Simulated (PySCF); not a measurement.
## Diatomic anions of Na with the halogens

CCSD(T) with double-zeta basis sets in PySCF, for the lowest determinant that a PBE0 search found; no spin–orbit coupling. De refers to high-spin ground-configuration atoms (the charge goes to the atom of lower measured ionisation energy or higher electron affinity, which is not always the lowest computed limit).

```tsv
M	basis	reference, frozen orbitals	charged atom	state (unpaired electrons)	Re (Å)	ωe (cm⁻¹)	De (eV)
F	def2-SVPD	UHF, 2	F−	doublet (σ ↑)	2.040	419	2.01
Br	def2-SVPD	UHF, 10	Br−	doublet (σ ↑)	2.742	201	1.14
```

(1) The row for M = Cl is missing. Estimate Re, ωe and De as the mean of the rows for F and Br, and compare with the calculation.

Correlated steps freeze the inner cores (2 to 10 orbitals); shallow outer-core shells are correlated. Correlated levels converge slowly with the basis: in double zeta they bind strong bonds too weakly, by up to about 1 eV, and carry superposition errors of some tenths. Spin–orbit coupling is left out. For an ion De counts to the pair picked by the measured ionisation energies or electron affinities, which need not be the lowest pair at this level. States were picked by a PBE0 search and need not be the measured ground states.

Answers

(1) The means are 2.391 Å, 310 cm⁻¹ and 1.57 eV. UHF-CCSD(T) in def2-SVPD gives NaCl⁻ as a doublet (σ ↑) with Re = 2.563 Å, ωe = 256 cm⁻¹, De = 1.30 eV, so the estimate is off by -17.2 pm, +21 % and +0.28 eV.
